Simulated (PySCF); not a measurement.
# EPR parameters of [C5H7ClO2]+

C5H7ClO2 (charge +1 and doublet state).
Cartesian coordinates in Å at the GFN2-xTB level; atoms count from 1:
```
atom  x, y, z in Å
C1     1.8656    0.0523   -0.9390
C2     1.3938   -0.6299    0.1163
Cl3    2.1671   -2.0514    0.6672
C4     0.1601   -0.2271    0.8990
C5    -1.1357   -0.8973    0.3591
O6    -1.7691    0.1268   -0.3604
C7    -1.2532    1.3403    0.0209
O8    -0.0972    1.1518    0.7549
H9     2.7245   -0.2918   -1.4914
H10    1.4045    0.9678   -1.2700
H11    0.3240   -0.4395    1.9614
H12   -1.7865   -1.2349    1.1760
H13   -0.9543   -1.7352   -0.3199
H14   -1.0609    1.9578   -0.8792
H15   -1.9873    1.9183    0.6284
```

The hyperfine couplings belong to this conformer and change with its torsions.

As a line formula: `[CH2+][C](Cl)[C@@H]1COCO1` [radical] (charge +1).

Level of theory: UKS B3LYP, pcH-1 on C Cl H O, non-relativistic, mean-field spin-orbit, GIAO (PySCF). Isolated species at its GFN2-xTB geometry (one conformer only). Couplings are sensitive to structure, and on GFN2-xTB geometries they can be far from those on DFT ones, by a factor of two or more for some ions and for spin on atoms past the first row. No stability test was run, so a lower SCF solution isn't excluded.

| Quantity | Value |
| --- | --- |
| g1, g2, g3 | 2.00415, 2.00841, 2.01847 |
| g_iso | 2.01034 |
| Form of g | rhombic: the two nearest values differ by 30 % of g3 − g1 |
| ⟨S²⟩ | 0.7553 (exact 0.7500) |
| HOMO–LUMO gap, α and β orbitals | 6.57, 1.19 eV |
| Total energy | -805.02998 Eh |
| Basis functions | 280 |

Hyperfine couplings atom by atom, in MHz; T1 to T3 are the principal values of the dipolar part; ρ(0) is the spin density at the nucleus:

| atom | isotope | a_iso | of which spin–orbit | T1 | T2 | T3 | Mulliken spin population | ρ(0) (bohr⁻³) |
| --- | --- | --- | --- | --- | --- | --- | --- | --- |
| C1 | 13C | 23.3 | -0.2 | -29.0 | -28.5 | 57.5 | 0.36 | 0.0209 |
| C2 | 13C | -2.9 | 0.5 | -11.1 | -7.0 | 18.1 | 0.06 | -0.0030 |
| Cl3 | 35Cl | 5.8 | 1.5 | -23.4 | -22.7 | 46.1 | 0.12 | 0.0097 |
| C4 | 13C | -7.6 | 0.1 | -1.8 | -1.1 | 2.8 | -0.01 | -0.0068 |
| C5 | 13C | -7.0 | 0.0 | -3.6 | -1.7 | 5.3 | 0.00 | -0.0062 |
| O6 | 17O | -16.0 | -0.1 | -58.9 | 29.0 | 30.0 | 0.17 | 0.0262 |
| C7 | 13C | -28.3 | 0.1 | -5.5 | -4.3 | 9.8 | -0.01 | -0.0252 |
| O8 | 17O | -11.5 | -0.2 | -48.0 | 23.8 | 24.2 | 0.13 | 0.0188 |
| H9 | 1H | -23.4 | 0.0 | -13.4 | -2.6 | 15.9 | -0.02 | -0.0052 |
| H10 | 1H | -22.9 | 0.0 | -11.5 | -3.3 | 14.8 | -0.02 | -0.0051 |
| H11 | 1H | 53.8 | 0.0 | -2.7 | -0.6 | 3.3 | 0.02 | 0.0120 |
| H12 | 1H | 73.2 | 0.0 | -2.5 | -1.8 | 4.3 | 0.03 | 0.0164 |
| H13 | 1H | 24.9 | 0.0 | -3.0 | -1.3 | 4.3 | 0.01 | 0.0056 |
| H14 | 1H | 151.9 | 0.0 | -4.6 | -3.4 | 8.0 | 0.06 | 0.0340 |
| H15 | 1H | 196.0 | 0.0 | -5.7 | -4.4 | 10.0 | 0.08 | 0.0439 |

The Mulliken spin populations are largest on C1 (+0.36), O6 (+0.17), O8 (+0.13) and Cl3 (+0.12).

The SMILES `[CH2+][C](Cl)[C@@H]1COCO1` draws the unpaired electron on C2, whose computed spin population is only +0.06.

Axes: g3 points within 7° of the C5–O6 bond.

Under fast tumbling the dipolar parts average out, and these isotropic splittings remain (the largest six): 1 × 1H (H15, I = 1/2, 2 lines) with 6.97 mT, 1 × 1H (H14, I = 1/2, 2 lines) with 5.40 mT, 1 × 1H (H12, I = 1/2, 2 lines) with 2.60 mT, 1 × 1H (H11, I = 1/2, 2 lines) with 1.91 mT, 1 × 1H (H13, I = 1/2, 2 lines) with 0.88 mT and 1 × 1H (H9, I = 1/2, 2 lines) with 0.83 mT.

H9 and H10 aren't averaged: C1 is flat or nearly so (angle sum 360°), and its turn about the short C1–C2 bond (1.34 Å) is taken as slow.

Main isotope only: 35Cl (natural samples also hold 24 % 37Cl, magnetic too, which adds its own pattern).

The 13C coupling of C7 (-28.3 MHz) shows only in satellite lines or after enrichment, since that isotope makes up about 1.07 % of natural carbon.

The 17O coupling of O6 (-16.0 MHz) shows only in satellite lines or after enrichment, since that isotope makes up about 0.038 % of natural oxygen.
